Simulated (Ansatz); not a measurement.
`CC[SiH](F)S` → `CCF` + `[SiH]S` at 700 K and 1 bar (silylene formation by 1,1-elimination).

Calculated with Ansatz (gas phase, PBE0-D4/def2-TZVP geometries, no zero-point term in ΔE). CBS: MP2 limit from def2 TZ/QZ plus the TZ coupled-cluster correction, frozen cores. This one scheme is used for every species. Each species was taken in one conformer, which may not be the lowest.

```csv
species,CCSD(T)/CBS energy (Eh),H − E (kJ/mol),S (J/(mol·K))
`CC[SiH](F)S`,-867.07645,315.0,492.6
`CCF`,-178.90141,224.7,331.8
`[SiH]S`,-688.02937,79.2,304.9
```

H − E and S are ideal-gas, rigid-rotor, harmonic terms from PBE0-D4/def2-TZVP, for one conformer and one mirror image of each species. 1 Eh = 2625.50 kJ/mol, R = 8.31446 J/(mol·K).

**Question.** By hand: ΔE, ΔH, ΔS and ΔG.

**Answer.** ΔE = (-178.90141) + (-688.02937) − (-867.07645) = 0.14567 Eh = 382.5 kJ/mol. Δ(H − E) = 224.7 + 79.2 − 315.0 = -11.1, so ΔH = 371.4 kJ/mol. ΔS = 331.8 + 304.9 − 492.6 = 144.1 J/(mol·K). ΔG = 371.4 − 700 × (144.1)/1000 = 270.5 kJ/mol.

**Question.** By hand: the equilibrium constant, and the temperature at which ΔG would vanish if ΔH and ΔS stayed fixed.

**Answer.** log₁₀ K = −ΔG/(RT ln 10) = -20.2. ΔG = 0 at ΔH/ΔS = 2577 K, far beyond where these terms or the molecules hold.

The number of gas molecules changes by +1, which sets the sign of ΔS. A doubt of 5 kJ/mol in ΔE shifts log₁₀ K by 0.4 here. Other conformers and mirror images would add mixing entropy, several J/(mol·K) or more a flexible species. These are equilibria of isolated gas molecules and say nothing of rates. Largest T1 diagnostic: 0.016 (customary marks: 0.02 for closed shells, 0.045 for open ones).
